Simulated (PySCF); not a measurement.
1-chlorobutane (C4H9Cl), SMILES C(CC)CCl. Geometry: PBE0-D3(BJ)/def2-SVP. One conformer was computed; it need not be the lowest.

Calculation: PBE0-D3(BJ)/def2-SVP (PySCF).

Harmonic wavenumbers (cm⁻¹): 88, 134, 243, 259, 305, 481, 686, 757, 828, 886, 941, 1035, 1086, 1097, 1133, 1216, 1253, 1301, 1313, 1334, 1395, 1415, 1448, 1461, 1468, 1470, 1481, 3043, 3050, 3052, 3093, 3102, 3115, 3140, 3151, 3171. Rotational constants (GHz): 9.292, 1.701, 1.541; symmetry number 1.

### Question
Work out the zero-point energy and the ideal-gas rigid-rotor harmonic-oscillator thermochemistry at 298.15 K and 1 atm.

### Answer
ZPE = ½ Σ hcν = ½ × 54429 cm⁻¹ = 325.56 kJ/mol. H − E(el) = 345.04 kJ/mol. Entropy in J/(mol K): translation 165.22, rotation 112.89, vibration 57.22, total 335.32. G − E(el) = 245.07 kJ/mol. Cp = 100.61 J/(mol K). Modes under 150 cm⁻¹ make the vibrational entropy uncertain.
